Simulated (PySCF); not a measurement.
Vertical excitations of a molecule CH11NOSi3 from TDA-PBE/def2-SVPD (PySCF), as energy in eV (oscillator strength): 5.81 (0.016), 5.85 (0.006), 5.93 (0.038), 6.07 (0.021), 6.25 (0.052), 6.31 (0.006). Lowest triplet (TDA): 5.44 eV. Geometry: B3LYP-D3(BJ)/def2-SVP. The values are those of a single conformer.

Question: Pick the molecule that these values belong to.
(A) C[SiH2][Si@@H](N)O[SiH3]
(B) C[Si@](N)([SiH3])[SiH2]O
(C) C[Si@@H]([SiH3])O[SiH2]N
(D) C[Si@H]([SiH2]N)[SiH2]O

Answer: C, C[Si@@H]([SiH3])O[SiH2]N
